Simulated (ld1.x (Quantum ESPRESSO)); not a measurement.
Which change was made? (Ge, TM semilocal)

ld1.x (Quantum ESPRESSO) 7.5 input, shortened:

```
&input
   title='Ge', zed=32., rel=1, dft='PBESOL', iswitch=3,
   config='[Ar] 3d10 4s2 4p0.5 4d-2'
 /
 &inputp
   pseudotype=1, tm=.true., lloc=0,
   nlcc=.true.
 /
3
4P  2  1   0.50   0.00  1.95  1.95  0.0
4D  3  2  -2.00   0.05  1.55  1.55  0.0
4S  1  0   2.00   0.00  1.55  1.55  0.0
 &test
   configts(1)='4s2 4p0.5'
 /
```

Cutoffs, loose and tight: the cutoffs (Ry, on a coarse ladder) from which the occupation-weighted sum of valence levels, in a spherical-Bessel basis at the reference potential, stays within 10 and 1 mRy of its value at 400 Ry. They do not see the model core or the augmentation charge, which bear on the density cutoff. Test errors are all-electron minus pseudo excitation energies from the reference, over the configurations 4s2 4p2; 4s2 4p1; 4s2 4p0; 4s0 4p4; 4s2 4p2.3; 4s2 4p1.5; 4s1 4p2; variants that change the core or the reference have their own tests.

The base gives: outcome: generated; cutoff, loose: 30 Ry; cutoff, tight: 45 Ry; bound ghosts: none; largest test error (meV): -23.

Problem. After one change the result is: outcome: generated; cutoff, loose: 15 Ry; cutoff, tight: 35 Ry; bound ghosts: none; largest test error (meV): -27. Which change was it?
A. all radii but the core radius scaled by about 1.38 (s 2.14, p 2.68, d 2.14 bohr)
B. all radii but the core radius scaled by about 1.26 (s 1.96, p 2.46, d 1.96 bohr)
C. all radii but the core radius scaled by about 0.78 (s 1.22, p 1.52, d 1.22 bohr)

Solution. A. The others give: all radii but the core radius scaled by about 1.26 (s 1.96, p 2.46, d 1.96 bohr) → outcome: generated; cutoff, loose: 25 Ry; cutoff, tight: 40 Ry; bound ghosts: none; largest test error (meV): -19 | all radii but the core radius scaled by about 0.78 (s 1.22, p 1.52, d 1.22 bohr) → outcome: generated; cutoff, loose: 55 Ry; cutoff, tight: 160 Ry; bound ghosts: none; largest test error (meV): -26.
